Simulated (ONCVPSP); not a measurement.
# How hard is this aluminium ONCV potential?

```
Element                 : aluminium (Al)
Generator               : ONCVPSP 4.0.1
Type                    : optimised norm-conserving Vanderbilt (ONCV)
Functional              : PBEsol
Relativity              : scalar-relativistic
Frozen core             : [He]
Valence charge          : 11
Reference configuration : 2s2 2p6 3s1 (charge +2)
Partial waves           : 2s+3s: rc 1.10 bohr, ncon 5, nbas 8, qcut 13.7 1/bohr, 2 projectors; 2p: rc 0.95 bohr, ncon 3, nbas 7, qcut 18.3 1/bohr, 2 projectors, debl 2.1 Ha; d scattering state at 0.24 Ha: rc 1.05 bohr, ncon 3, nbas 7, qcut 10.1 1/bohr, 2 projectors, debl 1.9 Ha
Local potential         : polynomial inside 0.80 bohr (lpopt 4, dvloc0 0 Ha)
Core correction         : Teter function, fcfact 4.3, rcfact 1.45
```

In the p channel the program set the typed energies aside and used -3.313, 0.250 Ha.

Q: For each optimised wave give the share of its norm inside rc, the residual kinetic energy above qcut (Ha) and the cutoffs (Ha) for errors of 10, 1, 0.1 and 0.01 mHa per electron.

A:

| wave | norm inside rc | residual KE | 10 mHa | 1 mHa | 0.1 mHa | 0.01 mHa |
| --- | --- | --- | --- | --- | --- | --- |
| 2s | 0.941 | 1.7e-07 | 19.3 | 51.2 | 66.6 | 78.0 |
| 3s | 0.057 | 8.9e-08 | 14.1 | 37.2 | 59.6 | 73.7 |
| 2p | 0.872 | 4.7e-09 | 84.0 | 103.7 | 120.3 | 134.7 |
| p projector 2 | 0.024 | 2.0e-09 | 60.6 | 86.2 | 107.4 | 124.7 |
| d projector 1 | 0.028 | 4.1e-06 | 12.4 | 25.8 | 37.7 | 47.1 |
| d projector 2 | 0.061 | 3.0e-05 | 21.9 | 35.5 | 46.1 | 58.5 |

The occupied waves need 104 Ha and 120 Ha for 1 and 0.1 mHa.
